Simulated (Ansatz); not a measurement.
Species: C₃H₇O, SMILES `C[C](C)O` (C–C–O–H torsion 175°) (charge 0, multiplicity 2), formula C3H7O.

Task: How many basis functions does frozen-core CCSD(T)/cc-pVTZ // B3LYP-D3(BJ)/def2-TZVP (Ansatz, a first-principles code) use, how many core orbitals are frozen, and how many electrons are correlated?

Result: 218 basis functions and 4 frozen orbitals, which leaves 25 correlated electrons. Core time is of the order of minutes.
